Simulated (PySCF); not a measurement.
PySCF input for C₂H₇BO₃, SMILES C[C@H](O)B(O)O, PBE0/pcSseg-1. Coordinates come from a PBE0-D3(BJ)/def2-SVP optimisation. The structure was generated by enumeration; whether it is a known compound was not checked. The values are those of a single conformer.

```python
import numpy as np
from pyscf import gto, scf, dft
from pyscf.prop.nmr import rks as nmr

mol = gto.M(
    atom='''
    C    -1.73735994   -0.45563485    0.61836396
    C    -0.68917119    0.47664745    0.03058522
    O    -0.84398571    0.64273880   -1.37453429
    B     0.79400478   -0.06257518    0.22659747
    O     1.57750422   -0.23875893   -0.86559483
    O     1.25232522   -0.34254152    1.47361749
    H    -1.56687392   -0.59977115    1.69557951
    H    -1.70019875   -1.44212846    0.13023212
    H    -2.75764140   -0.05432613    0.48995216
    H    -0.76219409    1.45883889    0.54359040
    H    -1.72542157    0.97980599   -1.56344528
    H     1.05270833    0.01256544   -1.64207842
    H     2.16203446   -0.65969088    1.45158022
    ''',
    basis='pcSseg-1',
    charge=0,
    spin=0,
    max_memory=1600,
    verbose=3,
)
mf = dft.RKS(mol, xc='pbe0')
mf.grids.level = 3
mf.conv_tol = 1e-10
mf.max_cycle = 100
mf.kernel()
n = nmr.NMR(mf)
n.verbose = 2
n.max_cycle_cphf = 60
sigma = n.kernel()
print('atom   isotropic/ppm   span/ppm')
for i, s in enumerate(sigma):
    w = np.linalg.eigvalsh((s + s.T) / 2)
    print(f'{mol.atom_symbol(i):2s}{i + 1:3d} {w.mean():14.3f} {w[2] - w[0]:11.3f}')
```

Program output:

```
converged SCF energy = -330.661331894389
atom   isotropic/ppm   span/ppm
C   1        162.550      40.451
C   2        127.072      73.211
O   3        290.088      85.371
B   4         69.872      38.161
O   5        207.055     236.358
O   6        228.445     161.017
H   7         29.827      10.656
H   8         30.141       8.600
H   9         30.197       9.535
H  10         27.957       8.546
H  11         31.219      21.508
H  12         25.211      16.522
H  13         27.517      16.471
```

The run converged.

Cost: very roughly 40 core-seconds.
